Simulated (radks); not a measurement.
Exchange energies: the exact (Fock) value of the Kohn-Sham orbitals and density-functional approximations, as 100 (|E| - |E exact|)/|E exact|, negative where the magnitude is too small. Species: Ir4+ [Xe] 4f14 5d5; Au [Xe] 4f14 5d10 6s1; K [Ar] 4s1. All-electron calculation, non-relativistic Kohn-Sham, LDA (Slater exchange, Perdew-Wang correlation), spin-polarised, spherical densities, point nucleus. Program: a radial shooting solver on a logarithmic mesh with Libxc functionals. Every spin shell is full or empty, so the densities are truly spherical. Functionals are evaluated on that one density, not self-consistently.

functional           Ir4+        Au         K
exact (hartree)  -322.571  -337.981  -32.5944
LDA                 -3.83     -3.77     -7.46
B88                 +0.12     +0.11     +0.01
PBE                 -0.30     -0.30     -0.51
PBEsol              -1.78     -1.76     -3.30
OPTX                +1.91     +1.93     +0.12
EV93                -0.44     -0.47     +0.91
revTPSS             -0.86     -0.86     -0.53
MVS                 +0.11     +0.10     -0.19
